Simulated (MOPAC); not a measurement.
MOPAC input (PM7):

```
PM7 PRECISE GNORM=0.05 LET XYZ GEO-OK AUX(PRECISION=9) THREADS=1
Ga2O

Ga   -0.00000000 1   -0.00000000 1   -1.81337600 1
O     0.00000000 1    0.00000000 1    0.00000000 1
Ga    0.00000000 1    0.00000000 1    1.81337600 1
```

Output:

```
 *******************************************************************************
 **                                                                           **
 **                              MOPAC v23.2.5                                **
 **                                                                           **
 *******************************************************************************
 ** MOPAC's Digital Object Identifier: https://doi.org/10.5281/zenodo.6511958 **
 **                                                                           **
 ** Please cite the open-source release paper for use of this MOPAC version:  **
 ** J. E. Moussa and J. J. P. Stewart (2026)                                  **
 ** MOPAC: An open-source semiempirical molecular orbital program             **
 ** J. Open Source Softw., 11(119), 8025, https://doi.org/10.21105/joss.08025 **
 *******************************************************************************

                              PM7 CALCULATION RESULTS

 *******************************************************************************
 *  PM7        - The PM7 Hamiltonian to be used
 *  GEO-OK     - OVERRIDE INTERATOMIC DISTANCE AND OTHER SAFETY CHECKS
 *  LET        - OVERRIDE SOME SAFETY CHECKS
 *  PRECISE    - TIGHTER CRITERIA TO BE USED
 *  XYZ        - CARTESIAN COORDINATE SYSTEM TO BE USED
 *  GNORM      - EXIT WHEN GRADIENT NORM DROPS BELOW 0.050
 *  AUX        - OUTPUT AUXILIARY INFORMATION
 *******************************************************************************
PM7 PRECISE GNORM=0.05 LET XYZ GEO-OK AUX(PRECISION=9) THREADS=1
 Ga2O

   ATOM   CHEMICAL          X               Y               Z
  NUMBER   SYMBOL      (ANGSTROMS)     (ANGSTROMS)     (ANGSTROMS)

     1      Ga         -0.00000000  *  -0.00000000  *  -1.81337600  *
     2       O          0.00000000  *   0.00000000  *   0.00000000  *
     3      Ga          0.00000000  *   0.00000000  *   1.81337600  *

          CARTESIAN COORDINATES

    NO.       ATOM           X           Y           Z

     1        Ga         -0.0000     -0.0000     -1.8134
     2         O          0.0000      0.0000      0.0000
     3        Ga          0.0000      0.0000      1.8134

 General Reference for PM7:
 "Optimization of Parameters for Semiempirical Methods VI: More Modifications to the
 NDDO Approximations and Re-optimization of Parameters", J. J. P. Stewart, J. Mol. Mod., 1:32, 19 (2013)
 https://link.springer.com/article/10.1007/s00894-012-1667-x

           Empirical Formula: O Ga2  =     3 atoms

      MOLECULAR POINT GROUP   :   D*h

      RHF CALCULATION, NO. OF DOUBLY OCCUPIED LEVELS = 6

          Geometry optimization using EF

          DIAGONAL MATRIX USED AS START HESSIAN

 CYCLE:     1  GRAD.:    43.324 HEAT: -49.43285
 CYCLE:     2  GRAD.:   111.933 HEAT: -44.17583
 CYCLE:     3  GRAD.:     9.337 HEAT: -50.93138
 CYCLE:     4  GRAD.:     1.803 HEAT: -50.99344
 CYCLE:     5  GRAD.:     0.039 HEAT: -50.99579

     GRADIENT =  0.03852 IS LESS THAN CUTOFF =  0.05000

 -------------------------------------------------------------------------------
 PM7 PRECISE GNORM=0.05 LET XYZ GEO-OK AUX(PRECISION=9) THREADS=1
 Ga2O

     GEOMETRY OPTIMISED USING EIGENVECTOR FOLLOWING (EF).
     SCF FIELD WAS ACHIEVED

                              PM7 CALCULATION
                                                       MOPAC v23.2.5 Linux

          FINAL HEAT OF FORMATION =        -50.99579 KCAL/MOL =    -213.36640 KJ/MOL

          COSMO AREA              =         90.89 SQUARE ANGSTROMS
          COSMO VOLUME            =         79.50 CUBIC ANGSTROMS

          GRADIENT NORM           =          0.03852          =       0.02224 PER ATOM
          IONIZATION POTENTIAL    =          9.434471 EV
          HOMO LUMO ENERGIES (EV) =         -9.434  2.184
          NO. OF FILLED LEVELS    =          6
          MOLECULAR WEIGHT        =        155.4694         POINT GROUP:  D*h

          MOLECULAR DIMENSIONS (Angstroms)

            Atom       Atom       Distance
           Ga     3   Ga     1     3.52837
           Ga     3   Ga     1     0.00000
           Ga     1    O     2     0.00000

          SCF CALCULATIONS        =          6

   ATOM   CHEMICAL          X               Y               Z
  NUMBER   SYMBOL      (ANGSTROMS)     (ANGSTROMS)     (ANGSTROMS)

     1      Ga         -0.00000000  *  -0.00000000  *  -1.76418396  *
     2       O          0.00000000  *   0.00000000  *   0.00000001  *
     3      Ga          0.00000000  *  -0.00000000  *   1.76418396  *

                             CARTESIAN COORDINATES

   1   Ga       -0.000000000    -0.000000000    -1.764183964
   2    O        0.000000000     0.000000000     0.000000006
   3   Ga        0.000000000    -0.000000000     1.764183961

           Empirical Formula: O Ga2  =     3 atoms

      MOLECULAR POINT GROUP   :   D*h

                  EIGENVALUES
 -24.99015 -17.19856 -12.35687 -11.55752 -11.55752  -9.43447   2.18428   2.18428
   2.67863   2.67863   3.56387   5.29267

              NET ATOMIC CHARGES AND DIPOLE CONTRIBUTIONS

  ATOM NO.   TYPE          CHARGE      No. of ELECS.   s-Pop       p-Pop
    1         Ga           0.536952        2.4630     1.85538     0.60767
    2          O          -1.073904        7.0739     1.76512     5.30878
    3         Ga           0.536952        2.4630     1.85538     0.60767
 DIPOLE           X         Y         Z       TOTAL
 POINT-CHG.     0.000    -0.000    -0.000     0.000
 HYBRID         0.000     0.000    -0.000     0.000
 SUM            0.000     0.000    -0.000     0.000

          ATOMIC ORBITAL ELECTRON POPULATIONS

     Atom    s        px        py        pz
    1 Ga   1.85538   0.05244   0.05244   0.50280
    2  O   1.76512   1.89513   1.89513   1.51853
    3 Ga   1.85538   0.05244   0.05244   0.50280

 **********************
 *                    *
 * JOB ENDED NORMALLY *
 *                    *
 **********************

 == MOPAC DONE ==
```

The geometry given is a B3LYP-D3(BJ)/def2-TZVP minimum.
